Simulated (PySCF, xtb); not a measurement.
C₄H₁₀Si₂, SMILES C1C[Si@H](C=C)[SiH2]1.

GFN2-xTB (xtb 6.7.1) at its own geometry gives an orbital gap of 3.13 eV and a dipole moment of 0.67 D.

The structure is a stationary point at PBE0-D3(BJ)/def2-SVP. The structure was generated by enumeration; whether it is a known compound was not checked. One conformer was computed; it need not be the lowest.

Q: What does PySCF with M06-2X/def2-TZVP give? (The exact figures need the calculation; the answer reports its results.)

A: gap 8.14 eV (levels -8.01 and 0.13 eV), dipole 0.67 D.
